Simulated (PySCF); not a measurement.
# Vertical excitation energies

Compound: C6H10Cl2.
SMILES with atom numbers: `[Cl:1][C@H:2]1[CH2:3][CH2:4][C@@H:5]([Cl:6])[CH2:7][CH2:8]1` (hydrogens: H9 on C2; H10, H11 on C3; H12, H13 on C4; H14 on C5; H15, H16 on C7; H17, H18 on C8)

Geometry (GFN2-xTB, Å), atoms numbered from 1 in this order:
```
atom  x, y, z in Å
Cl1   -0.995   -2.135   -1.011
C2    -0.833   -1.146    0.479
C3     0.637   -1.037    0.861
C4     1.422   -0.219   -0.164
C5     0.791    1.156   -0.319
Cl6    1.716    2.107   -1.525
C7    -0.657    1.038   -0.769
C8    -1.454    0.226    0.252
H9    -1.388   -1.693    1.247
H10    1.073   -2.034    0.945
H11    0.697   -0.557    1.841
H12    1.407   -0.732   -1.127
H13    2.460   -0.123    0.156
H14    0.859    1.720    0.617
H15   -1.099    2.029   -0.880
H16   -0.692    0.537   -1.737
H17   -2.483    0.117   -0.090
H18   -1.469    0.752    1.211
```

Method: TDDFT PBE0/def2-SVPD, vertical, gas phase, core orbitals frozen in the response (PySCF 2.14.0, density-fitted response routines).

Q: Predict the UV-vis stick spectrum at this level.

A: 

```csv
state,E (eV),ν̃ (cm⁻¹),f,symmetry,"main configurations (H = HOMO, L = LUMO)"
S1,7.28,58690,0.0008,–,"H→L (63%), H→L+2 (23%)"
S2,7.32,59060,0.0006,–,"H-1→L (60%), H-1→L+2 (26%)"
S3,7.35,59250,0.0010,–,H-2→L+1 (91%)
S4,7.44,60050,0.0012,–,"H-3→L+1 (82%), H→L+1 (10%)"
S5,7.73,62380,0.019,A′,H-2→L (94%)
S6,7.77,62700,0.0000,–,"H-3→L (28%), H→L+1 (28%), H→L (21%)"
```

Triplets (Tamm–Dancoff): T1 6.65 eV, H→L (41%), H→L+2 (35%), H→L+1 (9%); T2 6.68 eV, H-1→L (42%), H-1→L+2 (37%).

The lowest singlet comes at 170 nm (702 kJ/mol) in the vacuum ultraviolet; it is very weak; its leading configuration is HOMO→LUMO (63%). The strongest level in the table is S5 at 7.73 eV (160 nm, f = 0.019). Löwdin shares by element: HOMO chlorine 64% or more, carbon 22% or more; LUMO carbon 16% or more, chlorine 16% or more, hydrogen 7% or more (atoms not listed hold the other 61%). Of the 6 states listed, 1 reaches f = 0.01 and 1 stays under 0.0005. Orbital energies (eV): HOMO-3 -8.58, HOMO-2 -8.49, HOMO-1 -8.39, HOMO -8.32, LUMO 0.25, LUMO+1 0.48, LUMO+2 0.86. The oscillator strengths of these states sum to 0.022; summed over the whole spectrum of an exact calculation they would give the number of electrons, 80 (Thomas–Reiche–Kuhn). Symmetry labels in Cs follow from the direction of the transition dipole and are given only for states with f of 0.002 or more. Only the lowest 6 singlets were computed, as vertical energies without vibronic structure.

One conformer stands for the species.

Without π bonds the low states may be Rydberg-like; a valence basis with one diffuse set may place them up to an eV too high.
